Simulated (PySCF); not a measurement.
PbHBr, SMILES [Br][PbH] (connectivity only; charge and spin as stated), neutral, multiplicity 1. Geometry optimised at PBE0-D3(BJ)/def2-TZVP. The def2 effective core potentials stand for the cores of Pb; spin–orbit coupling is left out.

The numbers are results of PySCF with PBE0-D3(BJ)/def2-TZVP, not measurements.

Harmonic wavenumbers (cm⁻¹): 211, 518, 1618. Rotational constants (GHz): 148.0, 1.283, 1.272; symmetry number 1.

Question: Work out the zero-point energy and the ideal-gas rigid-rotor harmonic-oscillator thermochemistry at 298.15 K and 1 atm.

Answer: ZPE = ½ Σ hcν = ½ × 2346 cm⁻¹ = 3.35 kcal/mol. H − E(el) = 6.20 kcal/mol. Entropy in cal/(mol K): translation 42.87, rotation 24.70, vibration 2.66, total 70.24. G − E(el) = -14.74 kcal/mol. Cp = 11.03 cal/(mol K).
